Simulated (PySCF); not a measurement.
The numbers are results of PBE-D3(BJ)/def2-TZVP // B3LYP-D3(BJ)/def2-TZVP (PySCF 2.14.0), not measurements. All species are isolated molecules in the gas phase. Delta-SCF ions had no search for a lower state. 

Reference species (SMILES): `FBF` (neutral, multiplicity 1).

```json
{
 "HOMO": "-9.13 eV",
 "HOMO–LUMO gap": "7.73 eV",
 "vertical ionisation energy (Delta-SCF)": "13.52 eV"
}
```

Changed species: `BF` (1 of 3 H replaced by F; the reference has 2 of 3 H replaced by F).

**Question.** Give the shifts of the HOMO, HOMO–LUMO gap and vertical ionisation energy (Delta-SCF).

**Answer.** the HOMO goes up by 1.37 eV, to -7.76 eV; the HOMO–LUMO gap decreases by 2.20 eV, to 5.53 eV; the vertical ionisation energy (Delta-SCF) drops by 1.42 eV, to 12.10 eV.
